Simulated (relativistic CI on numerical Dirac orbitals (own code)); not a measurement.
**Radial parameters of Pt³⁹⁺**

Method of calculation: Dirac-Coulomb-Breit CI, KLI orbitals optimised for each configuration, QED by a radiative potential, unscaled Slater integrals (own radial code, finite nucleus).

Slater integrals F^k, G^k are unscaled and averaged over j, outside the closed core [Ar] 3d10; ζ comes from projecting the Hamiltonian with its Breit term on Σ l·s of the shell.

- 4s2.4p6.4d3: F^2(4d,4d) = 256260, F^4(4d,4d) = 174630, ζ(4d) = 79225 cm⁻¹; <r>(4d) = 0.391, <r^2>(4d) = 0.1748 (bohr units).
- 4s2.4p6.4d2.4f: F^2(4d,4d) = 256090, F^4(4d,4d) = 174510, ζ(4d) = 79138, F^2(4d,4f) = 258340, F^4(4d,4f) = 168050, G^1(4d,4f) = 259620, G^3(4d,4f) = 181200, G^5(4d,4f) = 133830, ζ(4f) = 14423 cm⁻¹; <r>(4d) = 0.3913, <r^2>(4d) = 0.1751, <r>(4f) = 0.3644, <r^2>(4f) = 0.1502 (bohr units).
- 4s2.4p5.4d4: ζ(4p) = 635590, F^2(4d,4d) = 256200, F^4(4d,4d) = 174580, F^2(4p,4d) = 256770, G^1(4p,4d) = 317750, G^3(4p,4d) = 203810, ζ(4d) = 78931 cm⁻¹; <r>(4p) = 0.3906, <r^2>(4p) = 0.1728, <r>(4d) = 0.3911, <r^2>(4d) = 0.1749 (bohr units).

**Question.** Give the Racah parameters of the d shell in 4s2.4p6.4d3.

**Answer.** B = F²/49 − 5F⁴/441 = 3250 cm⁻¹ and C = 35F⁴/441 = 13859 cm⁻¹.

Averages of the first 10 configurations, taken without configuration mixing, which lowers the lowest level and can move excited configurations by several eV; other configurations of the list can lie among them:

```
   Configuration  Parity  States  Average energy above the lowest level (eV)
     4s2.4p6.4d3    even     120                                        47.4
  4s2.4p6.4d2.4f     odd     630                                       273.9
     4s2.4p5.4d4     odd    1260                                       283.0
      4s.4p6.4d4    even     420                                       484.9
   4s.4p6.4d3.4f     odd    3360                                       709.1
  4s2.4p6.4d2.5s    even      90                                       599.6
4s2.4p6.4d.4f.5s     odd     280                                       825.7
  4s2.4p6.4d2.5p     odd     270                                       685.3
  4s2.4p6.4d2.5d    even     450                                       792.0
  4s2.4p5.4d3.5s     odd    1440                                       833.3
```
